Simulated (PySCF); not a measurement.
Proton affinity of `[CH3][Al]([Cl])[Cl]` (CH3AlCl2), site by site

Molecule: `[CH3][Al]([Cl])[Cl]` (CH3AlCl2). Optimised structure (Å), atoms numbered from 1:
```
C    -0.7915   -0.1794    0.5339
Al    0.7648    0.1561   -0.5585
Cl    2.0583   -1.3677   -1.1963
Cl    1.2815    2.0958   -1.1673
H    -0.6185    0.1995    1.5553
H    -1.0241   -1.2523    0.6056
H    -1.6730    0.3510    0.1403
```

These are calculated values, PBE0-D3(BJ)/def2-TZVP in PySCF (grid level 2) at geometries from PBE0-D3(BJ)/def2-SVP. Zero-point and thermal terms (298.15 K, 1 bar) come from unscaled PBE0-D3(BJ)/def2-SVP harmonic frequencies, with soft modes damped to free rotors in the entropy.

| site | product | PA / kJ/mol | GB / kJ/mol |
| --- | --- | --- | --- |
| Cl3 (chlorine) | `[CH3][Al]([Cl])[ClH+]` | 670 | 641 |

PA is −ΔH and GB is −ΔG of B + H⁺ → BH⁺ in the gas phase. Sites whose products fell apart, merged with another or lost in a GFN2-xTB screen aren't listed.

In 1,4-dioxane the product from Cl3 is solvated 135 kJ/mol more strongly than the parent (electrostatics only).

Note: the best site listed is a halogen, a weak base; protonation of a C–C, C–H or other σ bond isn't listed and may be favoured.
